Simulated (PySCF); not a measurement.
## Electron correlation in Pd²⁹⁺ (palladium, charge +29)

[Ne] 3s2 3p5, 2P determinant. Computed with PySCF 2.14 in an uncontracted even-tempered set (16 s from 3.9 bohr⁻², ratio 2.5; 11 p from 5 bohr⁻², ratio 2.5; 5 d from 24 bohr⁻², ratio 2.7; 4 f from 36 bohr⁻², ratio 2.7), with no relativity, point nucleus. Frozen: 1s2; 15 electrons correlated; the 17 highest virtual orbitals of each spin left out.

```tsv
level	correlation energy (mhartree)
CCSD	-594.30
(T)	-1.72
CCSD(T)	-596.02
```

Diagnostics: T1 = 0.00089, D1 = 0.0041, largest double amplitude 0.027.

A non-relativistic calculation at this Z misses sizeable relativistic shifts. Spin-orbit coupling, absent here, splits the open shell strongly.

Cost of the coupled-cluster step: roughly 40 core-seconds, for 15 correlated electrons.

At this charge a non-relativistic calculation is a model, useful for the Z dependence of the correlation energy.
